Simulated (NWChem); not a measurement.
System: InIF2; SMILES [F][In]([F])[I]

```xyz
4

In     0.0000     0.0000     1.0003
F      0.0000    -1.6329     2.0537
F      0.0000     1.6329     2.0537
I      0.0000     0.0000    -1.6223
```
Atoms are numbered in this order, from 1.

Structure relaxed at the PBE0/def2-SVP level. No frequency run checked for a minimum. def2 effective core potentials on In, I; no spin-orbit coupling.

Symmetry labels are those of C2v in the frame above (b1 and b2, or b-type labels, depend on it).

**Question.** List the 4 lowest vertical singlet excitations from CAM-B3LYP/def2-SVPD with def2 effective core potentials on In, I, TDA (NWChem).

**Answer.** 
```tsv
state	energy (eV)	oscillator strength	symmetry	leading excitation (squared amplitude)
S1	4.06	0.010	b2	HOMO → LUMO (0.98)
S2	4.15	0.010	b1	HOMO−1 → LUMO (0.98)
S3	5.70	0.000	a2	HOMO → LUMO+1 (0.98)
S4	5.76	0.040	a1	HOMO−1 → LUMO+1 (0.56)
```
